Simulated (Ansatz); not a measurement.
Basis-set extrapolation for C3H10B2 (`BB(C)CC`) (PBE0-D4/def2-TZVP geometry, frozen core, Ansatz). Multiplicity 1, RHF reference.

```
                      def2-TZVPP   def2-QZVPP
                 HF  -168.825133  -168.833273
    MP2 correlation    -0.729144    -0.774600
CCSD(T) correlation    -0.823454      not run
```

Energies in hartree. Use E(X) = E(∞) + A·exp(−7.88·√X) for Hartree–Fock and E(X) = E(∞) + B·X^(−2.97) for correlation, with X = 3 and 4, and add CCSD(T) minus MP2 of the smaller set to the MP2 limit.

**Question.** What is the CCSD(T) energy at the basis-set limit?

**Answer.** HF limit: -168.833273 + (-0.008140) × 0.13774 = -168.83439. MP2 limit: -0.774600 + (-0.045456) × 0.74074 = -0.80827. Higher-order term: -0.823454 − (-0.729144) = -0.09431. Total: -169.73697 hartree, 2.41 eV below CCSD(T)/def2-TZVPP.
